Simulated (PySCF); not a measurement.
**Rh: electron affinity**

Rh⁻ [Kr] 4d8 5s2 (3F) → Rh [Kr] 4d8 5s1 (4F), as a difference of total energies. All numbers are calculated (PySCF 2.14, scalar relativity by spin-free X2C-1e, in x2c-TZVPPall with one added diffuse shell each of s, p, d, f type (9s7p7d3f1g, 95 functions)). Correlated levels: valence: [Kr] frozen; valence and next inner shell: [Ar] 3d10 frozen. The calculations carry no spin-orbit coupling.

| method | electron affinity (eV) |
| --- | --- |
| UHF | -0.091 |
| LDA | 1.380 |
| PBE | 1.119 |
| r2SCAN | 0.996 |
| BLYP | 1.193 |
| PW91 | 1.149 |
| r2SCAN0 | 0.878 |
| MP2 (valence) | 0.783 |
| SCS-MP2 (valence) | 0.864 |
| MP2 (valence and next inner shell) | 0.831 |
| SCS-MP2 (valence and next inner shell) | 0.884 |

Task: Estimate what wB97X gives.

Result: 1.264 eV, closest to BLYP among the rows shown.

Task: Estimate what PBE0 gives.

Result: 0.899 eV, closest to SCS-MP2 (valence and next inner shell) among the rows shown.

Errors of the correlated levels include the incompleteness of this basis and the frozen core.

A negative affinity means that the anion lies above the atom at that level of theory.

In the anion the highest occupied orbital energy is positive at LDA, PBE, PBE0, r2SCAN, BLYP, PW91, r2SCAN0, a self-interaction effect; the basis confines that electron, and the energy difference can still be sensible.

For comparison: 1.143 eV (measured; photodetachment measurements, as compiled on the Wikipedia data page of electron affinities).
